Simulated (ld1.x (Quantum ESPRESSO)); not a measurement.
Scattering properties, PAW potential for osmium (Os)

```json
{
 "Element": "Os",
 "Generator": "ld1.x (Quantum ESPRESSO) 7.5",
 "Type": "PAW",
 "Functional": "PW91",
 "Relativity": "fully relativistic",
 "Frozen core": "[Kr] 4d10 4f14 5s2",
 "Valence charge": "14",
 "Reference configuration": "5p6 5d6 6s1.5 6p0 (charge +0.5)",
 "Partial waves": "6s (bound): rcut 2.30, rcutus 2.75 bohr; 6s channel at -0.4 Ry: rcut 2.30, rcutus 2.75 bohr; 5p (bound): rcut 1.60, rcutus 2.05 bohr; 6p (bound, empty): rcut 1.60, rcutus 2.05 bohr; 5d (bound): rcut 1.55, rcutus 1.65 bohr; 5d channel at -0.35 Ry: rcut 1.55, rcutus 1.65 bohr",
 "Local potential": "all-electron potential smoothed inside 1.35 bohr (lloc = -1)",
 "Core correction": "Bessel-smoothed model core inside 1.65 bohr",
 "Augmentation charge": "GAUSS, radius 1.40 bohr"
}
```

Open shells are filled in proportion to 2j + 1 (rel_dist='average').

The phase is arctan(r·u′/u) with u = r·R(r), unwrapped; energies in Ry, scanned from -6 to 5 Ry. A pole is an energy at which the radial function vanishes at the test radius. The pseudo phase is shifted by a multiple of π to meet the all-electron one at the reference energy, and phase errors are pseudo minus all-electron; the curves can meet again beyond the range given. Levels narrower than the energy grid can be missing from the lists of poles.

```
channel  radius (bohr)  reference energy (Ry)  poles, all-electron  poles, pseudo  unbroken range about the reference energy with phases within 0.05 rad  phase error 1 Ry above the reference energy (rad)
      s           3.01                  -0.71                 0.51     0.51, 3.77                                                              below 2.4                                             -0.000
   p1/2           3.01                  -0.34          -4.67, 1.50    -4.67, 1.40                                                            -5.4 to 2.6                                             -0.008
   p3/2           3.01                  -0.29          -3.76, 1.96    -3.76, 1.84                                                              below 3.0                                             -0.007
   d3/2           3.01                  -0.79          -0.58, 4.05    -0.58, 4.03                                                        the whole range                                             -0.000
   d5/2           3.01                  -0.71          -0.47, 4.18    -0.47, 4.17                                                        the whole range                                             -0.000
```

The ghost test of this file was not conclusive.

Phases in the d3/2 channel:

| E (Ry) | all-electron | pseudo |
| --- | --- | --- |
| -6.00 | 1.431 | 1.431 |
| -5.48 | 1.424 | 1.424 |
| -4.96 | 1.416 | 1.416 |
| -4.44 | 1.407 | 1.407 |
| -3.92 | 1.395 | 1.395 |
| -3.40 | 1.380 | 1.380 |
| -2.88 | 1.360 | 1.360 |
| -2.36 | 1.331 | 1.331 |
| -1.84 | 1.280 | 1.280 |
| -1.32 | 1.139 | 1.140 |
| -0.80 | -1.119 | -1.119 |
| -0.28 | -1.725 | -1.725 |
| 0.24 | -1.873 | -1.873 |
| 0.76 | -2.082 | -2.082 |
| 1.28 | -2.714 | -2.716 |
| 1.80 | -3.976 | -3.978 |
| 2.32 | -4.413 | -4.415 |
| 2.84 | -4.566 | -4.567 |
| 3.36 | -4.645 | -4.646 |
| 3.88 | -4.698 | -4.699 |
| 4.40 | -4.740 | -4.742 |
| 4.92 | -4.780 | -4.783 |
